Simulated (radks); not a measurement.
Values are calculated unless marked as measured or tabulated.
Problem. Pb31+, 51 electrons, occupied as [Kr] 4d10 4f5. Level of theory: non-relativistic Kohn-Sham, LDA (Slater exchange, Perdew-Wang correlation), spin-unpolarised, spherical densities, point nucleus; relativity is left out, which matters for an element this heavy (a radial shooting solver on a logarithmic mesh with Libxc functionals). Some entries of the table are withheld. Estimate them.

orbital  occ.  eigenvalue (eV)  <r> (bohr)  <r^2> (bohr^2)
1s          2        -80032.86     0.01847       0.0004556
2s          2        -14394.89         (1)        0.007065
2p          6        -13905.30     0.06557             (2)
3s          2        -4253.020      0.1945             (3)
3p          6        -4021.448      0.1850         0.03951
3d         10        -3588.723      0.1612             (4)
4s          2        -1684.323      0.4053             (5)
4p          6        -1581.274      0.4040          0.1844
4d         10        -1392.498      0.3975          0.1807
4f          5        -1144.599      0.3748          0.1609

Solution. 
(1) 2s <r> (bohr): 0.07766
(2) 2p <r^2> (bohr^2): 0.005204
(3) 3s <r^2> (bohr^2): 0.04306
(4) 3d <r^2> (bohr^2): 0.03026
(5) 4s <r^2> (bohr^2): 0.1843
